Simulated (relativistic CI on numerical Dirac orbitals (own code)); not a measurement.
**Hyperfine structure of W32+, mass number 183**

Method of calculation: Dirac-Coulomb-Breit CI, separate exchange-only KLI orbitals for each configuration, model QED (radiative potential, 1s self-energy scaled to tabulated hydrogen-like ionisation energies), unscaled Slater integrals (own radial code, finite nucleus).

Configurations in the expansion (outside the closed core [Ar] 3d10): 4s²4p⁶4d⁶, 4s²4p⁵4d⁷, 4s²4p⁶4d⁵4f, 4s²4p⁴4d⁸, 4s4p⁶4d⁷, 4p⁶4d⁸, 4s4p⁶4d⁶4f, 4s²4p⁶4d⁵5s, 4s4p⁵4d⁸, 4s²4p⁶4d⁵5d, 4s²4p⁴4d⁷5s, 4s²4p⁶4d⁴5s², 4s²4p⁶4d⁵6s, 4s4p⁶4d⁶5s, 4p⁶4d⁷5s, 4s4p⁶4d⁵5s². Levels of other configurations are missing.

Nuclear spin I = 1/2, μ = 0.11739 μN (tables of Stone and Pyykkö). The electronic factors are computed for point nuclear moments, without core polarisation or the Bohr-Weisskopf and QED corrections.

```csv
Level,E (eV),A (MHz)
4s²4p⁶4d⁶ ⁵D3,14.1653,1413
4s²4p⁶4d⁶ ⁵D1,15.7695,2133
4s²4p⁶4d⁶ ³G5,19.0749,2895
4s²4p⁶4d⁶ ³H6,19.4587,3202
4s²4p⁶4d⁶ ³P1,26.2616,2071
```

Levels with J = 0, under 50 % of one LS term, or S terms without an open s electron are left out. Small factors come from cancelling terms and can be off by tens of per cent or more.

At this charge energies of transitions that change n are usually good to better than 1 %, and those within a shell (Δn = 0) to a few per cent. Terms inside the open d or f shell come out 10 to 20 % too wide with unscaled integrals.

**Question.** Give the hyperfine levels of 4s²4p⁶4d⁶ ⁵D3 relative to its centre of gravity.

**Answer.** With K = F(F + 1) − I(I + 1) − J(J + 1), E = AK/2: F = 5/2: -2826, F = 7/2: 2120 MHz.

LS names give the leading component of a level, which can be under half, so a name can repeat, a term be missing and a line seem to break the LS rules.
